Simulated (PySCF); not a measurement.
**Atomic charges by several schemes**

Compound: C₈H₁₈BN.
SMILES with atom numbers: `[CH3:1][C:2]#[N+:3][BH2-:4][C:5]([CH3:6])([CH3:7])[CH2:8][CH2:9][CH3:10]` (hydrogens: H11, H12, H13 on C1; H14, H15 on B4; H16, H17, H18 on C6; H19, H20, H21 on C7; H22, H23 on C8; H24, H25 on C9; H26, H27, H28 on C10)

Structure used (PBE0-D3(BJ)/def2-SVP), in Å, numbered top down from 1:
```xyz
28
C8H18BN angstrom
C      3.290    2.308    1.658
C      2.654    1.160    1.048
N      2.150    0.248    0.560
B      1.413   -0.953   -0.050
C      0.011   -1.178    0.773
C      0.310   -1.620    2.208
C     -0.740   -2.306    0.063
C     -0.859    0.088    0.844
C     -1.265    0.733   -0.475
C     -2.118    1.978   -0.286
H      4.073    2.701    0.994
H      3.744    2.020    2.617
H      2.543    3.095    1.838
H      1.268   -0.660   -1.232
H      2.188   -1.897    0.073
H      0.906   -2.546    2.224
H      0.878   -0.852    2.762
H     -0.619   -1.805    2.777
H     -1.704   -2.522    0.559
H     -0.146   -3.234    0.069
H     -0.949   -2.065   -0.990
H     -0.334    0.848    1.455
H     -1.778   -0.146    1.418
H     -1.816    0.002   -1.090
H     -0.362    0.982   -1.058
H     -2.402    2.430   -1.249
H     -1.583    2.747    0.296
H     -3.047    1.748    0.260
```

Density: PBE0/pcSseg-1 (PySCF); schemes: Mulliken, IAO, Hirshfeld and ESP-fitted. Geometry: PBE0-D3(BJ)/def2-SVP, one conformer, isolated molecule.

Q: Atoms with like bonding are taken together and averaged. Which atoms carry the lowest charge in the Mulliken, IAO, Hirshfeld and ESP-fitted schemes?

A: The schemes don't all agree: Mulliken C5 (-0.619); IAO C1 (-0.447); Hirshfeld C6/C7 (-0.120); ESP-fitted C1 (-0.587).

Q: Do the Mulliken, IAO, Hirshfeld and ESP-fitted schemes agree on where the charge is highest?

A: The schemes don't all agree: Mulliken H11/H12/H13 (+0.185); IAO C2 (+0.212); Hirshfeld C2 (+0.175); ESP-fitted C5 (+0.547).

Q: At which atom do the 4 schemes differ most?

A: At C5: from -0.619 (Mulliken) to +0.547 e (ESP-fitted), 1.166 e apart.

Q: Give the atomic charges in each scheme.

A: In e; atoms taken as equivalent share a row and are averaged (×n: the atom named and its like, n in all):

| atom | environment | Mulliken | IAO | Hirshfeld | ESP-fitted |
| --- | --- | --- | --- | --- | --- |
| C1 | methyl carbon | -0.194 | -0.447 | -0.061 | -0.587 |
| C2 | triply bonded carbon | +0.171 | +0.212 | +0.175 | +0.432 |
| N3 | nitrogen bonded to B and C | -0.311 | +0.038 | +0.009 | -0.142 |
| B4 | four-coordinate boron | +0.151 | -0.253 | -0.035 | -0.188 |
| C5 | sp3 carbon bound to boron | -0.619 | -0.049 | -0.041 | +0.547 |
| C6/C7 | methyl carbon | -0.170 | -0.392 | -0.120 | -0.534 |
| C8 | chain CH2 carbon | -0.148 | -0.233 | -0.072 | -0.160 |
| C9 | chain CH2 carbon | -0.269 | -0.240 | -0.068 | +0.233 |
| C10 | methyl carbon | -0.265 | -0.404 | -0.117 | -0.452 |
| H11/H12/H13 | methyl hydrogen | +0.185 | +0.199 | +0.086 | +0.218 |
| H14/H15 | B–H hydrogen | -0.034 | -0.004 | -0.085 | -0.091 |
| H16 (×6) | methyl hydrogen | +0.101 | +0.121 | +0.028 | +0.108 |
| H22/H23 | methylene hydrogen | +0.088 | +0.102 | +0.018 | +0.005 |
| H24/H25 | methylene hydrogen | +0.122 | +0.126 | +0.031 | -0.021 |
| H26/H27/H28 | methyl hydrogen | +0.103 | +0.128 | +0.033 | +0.099 |

Mean size of the charges over all atoms: ESP-fitted 0.202 e, IAO 0.173 e, Mulliken 0.158 e, Hirshfeld 0.058 e. Each set sums to the total charge, 0, to within 0.001 e. The IAO scheme counts the electrons in orthogonalised intrinsic atomic orbitals, a minimal basis polarised so that it spans the occupied orbitals exactly.

Some averages cover members that differ in this geometry: C6/C7, ESP-fitted -0.574 to -0.494; H16 (×6), ESP-fitted +0.090 to +0.135; H16 (×6), Mulliken +0.080 to +0.115 e.

Q: How many electrons does the IAO scheme count on C6?

A: Its own charge is -0.392 e, so Z − q = 6.392.

Q: How closely do the schemes follow one another over all atoms?

A: Correlation coefficient and root-mean-square difference: IAO with Hirshfeld 0.85, 0.152 e; IAO with ESP-fitted 0.77, 0.171 e; Hirshfeld with ESP-fitted 0.71, 0.223 e; Mulliken with Hirshfeld 0.67, 0.155 e; Mulliken with IAO 0.64, 0.170 e; Mulliken with ESP-fitted 0.24, 0.290 e.

Q: Sum the charges by element, for elements with more than one atom.

A: 
```tsv
element	atoms	Mulliken	IAO	Hirshfeld	ESP-fitted
C	8	-1.665	-1.943	-0.425	-1.054
H	18	+1.825	+2.159	+0.451	+1.384
```
